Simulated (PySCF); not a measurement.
Screening by computed properties: pick the candidate that meets the target.

Each SMILES stands for a single optimised conformer of the isolated species, non-relativistic unless stated; the electronic structure was computed with PySCF and density fitting.

Dipoles, sizes and rotational constants follow the conformer. The torsions of the flexible species, by atom-mapped SMILES:
- `[CH3:1][Si:2]([CH3:3])([Cl:4])[c:5]1[cH:6][cH:7][cH:8][cH:9][cH:10]1`: C1–Si2–C5–C6 -123°
- `[CH2:1]=[CH:2][N:3]([SiH3:4])[SiH2:5][O:6][CH:7]([CH3:8])[CH3:9]`: C1–C2–N3–Si4 -7°, C2–N3–Si5–O6 -168°, N3–Si5–O6–C7 -167°, Si5–O6–C7–C8 -165°
- `[CH3:1][C:2](=[O:3])[N:4]([CH3:5])[CH2:6][CH:7]([SiH3:8])[SiH3:9]`: C1–C2–N4–C5 3°, C2–N4–C6–C7 -68°, N4–C6–C7–Si8 -49°
- `[CH:1]#[C:2]/[CH:3]=[C:4]1/[CH2:5][CH2:6][C@@H:7]1[CH2:8][CH:9]=[CH2:10]`: C6–C7–C8–C9 71°, C7–C8–C9–C10 -115°

The conformers of `C=C(C)CCO[Si@H](N)[SiH3]` aren't listed.

Question: Wanted: HOMO energy between -7.1 eV and -6.4 eV (PBE0/pcSseg-1) and HOMO–LUMO gap above 6.3 eV (PBE0/pcSseg-1), at GFN2-xTB geometries. Which candidate meets both?
A. `C=CN([SiH3])[SiH2]OC(C)C`
B. `C[Si](C)(Cl)c1ccccc1`
C. `[SiH3][Si@H](OCCC(C)=C)N`
D. `C#C/C=C1/CC[C@@H]1CC=C`
E. `CC(=O)N(C)CC([SiH3])[SiH3]`

Answer: C. Computed values:
| species | HOMO energy | HOMO–LUMO gap |
| --- | --- | --- |
| C[Si](C)(Cl)c1ccccc1 | -7.46 eV | 6.76 eV |
| CC(=O)N(C)CC([SiH3])[SiH3] | -7.20 eV | 7.50 eV |
| [SiH3][Si@H](OCCC(C)=C)N | -7.00 eV | 6.98 eV |
| C#C/C=C1/CC[C@@H]1CC=C | -6.63 eV | 5.87 eV |
| C=CN([SiH3])[SiH2]OC(C)C | -6.18 eV | 6.87 eV |

Question: Wanted: dipole moment above 4 D (PBE0/pcSseg-1) and smallest rotational constant above 0.53 GHz (GFN2-xTB), at GFN2-xTB geometries. Which candidate meets both?
A. `CC(=O)N(C)CC([SiH3])[SiH3]`
B. `C[Si](C)(Cl)C1=CC=CC=C1`
C. `C#C/C=C1/CC[C@@H]1CC=C`
D. `C(=C)N([SiH2]OC(C)C)[SiH3]`

Answer: A. Computed values:
```
                   species  dipole moment  smallest rotational constant
    C#C/C=C1/CC[C@@H]1CC=C         1.01 D                     0.649 GHz
   C[Si](C)(Cl)C1=CC=CC=C1         2.12 D                     0.560 GHz
C(=C)N([SiH2]OC(C)C)[SiH3]         2.43 D                     0.493 GHz
CC(=O)N(C)CC([SiH3])[SiH3]         5.03 D                     0.740 GHz
```
